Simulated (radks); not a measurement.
Results of a calculation; reference values are marked as such.
The manganese ion Mn6+, 19 electrons, occupied as [Ar] 3d1. Level of theory: Dirac Kohn-Sham, BLYP, spin-unpolarised, spherical densities, finite nucleus; open shells fill j = l - 1/2 first; Fermi nuclear charge, rms radius 3.7057 fm (a radial shooting solver on a logarithmic mesh with Libxc functionals).

Unscreened Slater integrals over Kohn-Sham orbitals (cm^-1). Large and small components are both included. Empty in this configuration: 3d5/2.

F0(3d3/2,3d3/2): 232470
F2(3d3/2,3d3/2): 113890
F0(3d3/2,3p3/2): 233730
F2(3d3/2,3p3/2): 114370
G1(3d3/2,3p3/2): 138300
G3(3d3/2,3p3/2): 86469
F0(3d3/2,3p1/2): 234700
G1(3d3/2,3p1/2): 139360
F0(3d3/2,3s1/2): 237360
G2(3d3/2,3s1/2): 107340
F0(3d3/2,3d5/2): 232210
F2(3d3/2,3d5/2): 113790
G2(3d3/2,3d5/2): 113690
G4(3d3/2,3d5/2): 72115
F0(3p3/2,3p3/2): 237160
F2(3p3/2,3p3/2): 119970
F0(3p3/2,3p1/2): 238120
G2(3p3/2,3p1/2): 120340
F0(3p3/2,3s1/2): 240610
G1(3p3/2,3s1/2): 160110
F0(3p3/2,3d5/2): 233480
F2(3p3/2,3d5/2): 114310
G1(3p3/2,3d5/2): 138320
G3(3p3/2,3d5/2): 86478
F0(3p1/2,3p1/2): 239090
F0(3p1/2,3s1/2): 241600
G1(3p1/2,3s1/2): 160570
F0(3p1/2,3d5/2): 234440
G3(3p1/2,3d5/2): 86953
F0(3s1/2,3s1/2): 244410
F0(3s1/2,3d5/2): 237100
G2(3s1/2,3d5/2): 107310
F0(3d5/2,3d5/2): 231950
F2(3d5/2,3d5/2): 113690
F4(3d5/2,3d5/2): 72119
